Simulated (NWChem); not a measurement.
Species: CH6O2Si2; SMILES O([SiH3])[SiH2]C=O

```xyz
11

O      0.2475    -3.1982     0.0000
C      0.6192    -2.0386     0.0000
Si    -0.6971    -0.6333     0.0000
O      0.0665     0.8238     0.0000
Si     0.2725     2.4618     0.0000
H      1.7129    -1.8043     0.0000
H     -1.5360    -0.8034    -1.2146
H     -1.5360    -0.8034     1.2146
H      1.7273     2.7566     0.0000
H     -0.3499     3.0610    -1.2103
H     -0.3499     3.0610     1.2103
```
Atoms are numbered in this order, from 1.

STO-3G and 3-21G are far too small for this property and stand as cheap habits. Geometry: optimised at B3LYP/6-31G* (spherical d).

Question: Give the principal values of the shielding tensors (ppm) of O1, C2, Si3, O4, Si5 from Hartree-Fock/STO-3G, GIAO (NWChem), with their diamagnetic and paramagnetic parts as GIAO splits them.

Answer: 
```tsv
atom	σ11	σ22	σ33	isotropic	diamagnetic	paramagnetic
O1	-1533.3	-488.2	510.0	-503.8	385.9	-889.7
C2	-89.6	77.5	190.3	59.4	256.7	-197.3
Si3	573.5	583.9	693.4	616.9	866.7	-249.8
O4	342.7	681.5	705.4	576.5	386.6	189.9
Si5	579.8	582.0	685.0	615.6	866.8	-251.2
```
